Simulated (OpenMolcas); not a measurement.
Ni3+ among 4 point charges of -1.5 e arranged as a square (D4h).

- Program: OpenMolcas 26.06
- Method: CASSCF
- Basis: ANO-RCC-VDZP [5s4p2d1f]
- Scalar Hamiltonian: DKH2, point nucleus
- Active space: 7 electrons in 5 orbitals (3d)
- State averaging: 2S+1 = 4 even, 10 roots; 2S+1 = 2 even, 40 roots
- Spin-orbit coupling: RASSI with atomic mean-field integrals over the reference wave functions

All point charges move together. At R = 1.72 Å the first state of the same spin is 886 cm-1, and at R = 1.9 Å it is 772.4 cm-1.

Problem. A third run gives 697.7 cm-1. What distance was it run at?

Solution. With a power law R^-n the two known points give n = -ln(772.4 / 886) / ln(1.9 / 1.72) = 1.38. Then R = 1.72 × (886 / 697.7)^(1/1.38) = 2.045 Å. The run was at 1.99 Å, so the estimate is off by +0.055 Å.

Without dynamic correlation the repulsion within the d shell is too large (B by tens of per cent), so at a given field states of lower spin stand too high. Point charges give a weaker field than real ligands, and real ions of this kind are often low spin; the high spin found here belongs to the model. Spin-orbit coupling mixes the spin-free states strongly: the lowest level takes only 68 % from its leading state, 4A2 (figures for R = 1.9; the like holds for R = 1.99). The ground term spreads over less than 5000 cm-1, several times less than with real ligands, so orbital moments are less quenched and χT lies further from the spin-only value than at real sites (holds for R = 1.99). Point charges carry no covalency, so the field is a model and not that of real ligands. No measured value stands beside these numbers.
